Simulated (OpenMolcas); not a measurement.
An atom or ion with 60 electrons was computed by MS-CASPT2, IPEA 0.25 Eh, imaginary shift 0.1 Eh with spin-orbit coupling (OpenMolcas, ANO-RCC-VTZP, DKH2). The lowest levels that the run gave, each within 12 % of the measured value where one is at hand:

```
J  Parity  E (cm-1)      g
2     odd       0.0  0.008
3     odd       425  0.709
4     odd      1152  1.028
3     odd      1418  0.550
5     odd      2080  1.188
4     odd      2530  0.925
6     odd      3140  1.279
5     odd      3740  1.111
7     odd      4290  1.335
6     odd      5030  1.218
8     odd      5510  1.372
0     odd      5610
```

Which ion is it, and what are the configurations and terms?

Pm+ (Z = 61, charge +1; active space 6 electrons in 8 orbitals (4f 6s)). J, parity and g give the terms where levels are pure, and mixed ones are named by the computed weights; the size of the splittings, set against known spectra of the 60-electron sequence, gives the charge. In order, with the measured energies in cm-1 (NIST Handbook of Basic Atomic Spectroscopic Data): 4f5 6s 7H* 2, 4f5 6s 7H* 3 (446), 4f5 6s 7H* 4 (1133), 4f5 6s 5H* 3(1) (1603), 4f5 6s 7H* 5 (1984), 4f5 6s 5H* 4(1) (2667), 4f5 6s 7H* 6 (2950), 4f5 6s 5H* 5(1) (3812), 4f5 6s 7H* 7 (4000), 4f5 6s 5H* 6(1) (5018), 4f5 6s 7H* 8, 4f5 6s 7F* 0 (5281).

Term energies are means over components that CASPT2 splits; among the terms shown or strongly mixed into the levels shown the widest spread is 480 cm-1 (4f5 6s 7H*). Blocks of more than 70 roots (2S+1 = 5 odd, 3 odd) ran without multistate coupling. High states are left out of the spin-orbit mixing, which shifts the levels that they would mix with. Terms from blocks run as CI alone lack orbitals of their own. Measured partners are found by configuration, term and J. A level has none where our copy of the source lacks it or the pairing is in doubt (some pairs that miss far off the trend of their configuration count as doubtful), and it then counts in no deviation. Only configurations of the active space appear.

A number in round brackets counts repeated terms of one configuration in the order of the reference energies. * marks odd parity.
